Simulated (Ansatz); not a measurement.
`[CH3][SnH]([CH3])[CH3]`. Charge 0, multiplicity 1. Sn: def2 effective core potential.

| atom | x (Å) | y (Å) | z (Å) |
| --- | --- | --- | --- |
| C1 | 0.1961 | -1.5873 | 1.2481 |
| Sn2 | -0.5438 | -0.1105 | -0.1202 |
| C3 | 0.6083 | -0.1639 | -1.9286 |
| C4 | -0.3943 | 1.8347 | 0.7711 |
| H5 | -0.3817 | -1.5719 | 2.1730 |
| H6 | 0.1243 | -2.5828 | 0.8083 |
| H7 | 1.2415 | -1.3847 | 1.4856 |
| H8 | -2.1905 | -0.4454 | -0.4839 |
| H9 | 0.2404 | 0.5804 | -2.6358 |
| H10 | 0.5422 | -1.1488 | -2.3924 |
| H11 | 1.6556 | 0.0497 | -1.7096 |
| H12 | 0.6476 | 2.0579 | 1.0056 |
| H13 | -0.9765 | 1.8764 | 1.6923 |
| H14 | -0.7693 | 2.5964 | 0.0864 |

Question: What are the harmonic wavenumbers in cm⁻¹ at PBE0-D4/def2-TZVP (Ansatz, finite differences of forces, unscaled)? (Best estimate.)

Answer: The calculation gave: 86, 91, 91, 136, 136, 141, 514, 514, 521, 542, 542, 675, 766, 766, 788, 788, 788, 1221, 1221, 1229, 1449, 1451, 1451, 1457, 1457, 1463, 1897, 3062, 3062, 3062, 3154, 3154, 3155, 3157, 3157, 3157.

Question: Is this a minimum?

Answer: Yes, all 36 modes are real.

Question: Give the ideal-gas thermochemistry at 298.15 K and 1 bar (rigid rotor, harmonic oscillator; point group C3v, symmetry number 3).

Answer: Zero-point energy 300.8 kJ/mol; H(298) − E = 326.3 kJ/mol; entropy 375.6 J/(mol·K), of which translation 172.5, rotation 101.8, vibration 101.2; G(298) − E = 214.3 kJ/mol. Modes under 100 cm⁻¹ are hindered rotations or soft bends, so the harmonic entropy is rough.

Question: And at 400, 500, 600, 800 and 1000 K?

Answer: 
| T (K) | H − E (kJ/mol) | S (J/mol/K) | G − E (kJ/mol) |
| --- | --- | --- | --- |
| 400 | 340.8 | 417.3 | 173.9 |
| 500 | 357.4 | 454.3 | 130.3 |
| 600 | 376.0 | 488.1 | 83.2 |
| 800 | 417.7 | 547.9 | -20.6 |
| 1000 | 464.5 | 600.0 | -135.5 |

Question: Rotational constants (cm⁻¹)?

Answer: 0.1319, 0.1318, 0.08254.
